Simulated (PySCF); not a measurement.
Geometry (Å), atoms numbered from 1 in this order:
```xyz
15

C    -2.623    0.245   -0.177
O    -1.236    0.083   -0.186
Si   -0.392   -1.139   -0.861
O     1.142   -0.830   -0.510
Si    2.070    0.209    0.348
O     3.543    0.319   -0.293
O     1.353    1.665    0.341
H    -3.119   -0.651    0.201
H    -2.862    1.088    0.472
H    -2.994    0.448   -1.184
H    -0.516   -1.114   -2.317
H    -0.753   -2.417   -0.255
H     2.292   -0.351    1.663
H     3.693    0.788   -1.110
H     0.397    1.665    0.337
```

Computed data (PySCF): PBE0/pcSseg-1 with gauge-including orbitals, GFN2-xTB structure. Single conformer, averaged over atoms made equivalent by symmetry, fast rotation or ring inversion, no relativistic terms, isolated molecule.

Chemical shifts δ = σref − σ; ¹³C (σ = 186.93 ppm), ¹H (σ = 31.72 ppm), ²⁹Si (σ = 349.16 ppm) against TMS; H2O for ¹⁷O (σ = 336.08 ppm), all at this level.

| atoms | nucleus | count | δ (ppm) |
| --- | --- | --- | --- |
| Si3 | ²⁹Si | 1 | -35.6 |
| H13 | ¹H | 1 | 4.28 |
| O6/O7 | ¹⁷O | 2 | 61.1 |
| O2 | ¹⁷O | 1 | 15.5 |
| O4 | ¹⁷O | 1 | 94.9 |
| H8/H9/H10 | ¹H | 3 | ? |
| C1 | ¹³C | 1 | ? |
| H14/H15 | ¹H | 2 | 2.49 |
| H11/H12 | ¹H | 2 | 4.98 |
| Si5 | ²⁹Si | 1 | ? |

Question: Estimate the values marked ?.

Answer: 
- C1: 50.8 ppm, methyl carbon bonded to O; deshielded by the electronegative neighbour
- H8/H9/H10: 3.84 ppm, hydrogen on a methyl carbon bonded to O; its carbon carries O, an electronegative neighbour
- Si5: -61.8 ppm, silicon bonded to 3 O, H

OH and NH positions are those of a molecule without intermolecular hydrogen bonds; in solution they move with solvent, concentration and temperature, and exchange usually removes their couplings. Shifts are as computed. Against solution values, carbons near 30 ppm lie about +3 ppm off and those near 130 ppm about +5 ppm. Of 1309 compounds with measured shifts, 239 miss one by over three times the rms of a fit or turn the order of signals round; such compounds aren't used in these exercises. Experimental scales use liquid or dissolved standards, which lie at an offset from isolated H2O (liquid H2O: subtract about 36 ppm).
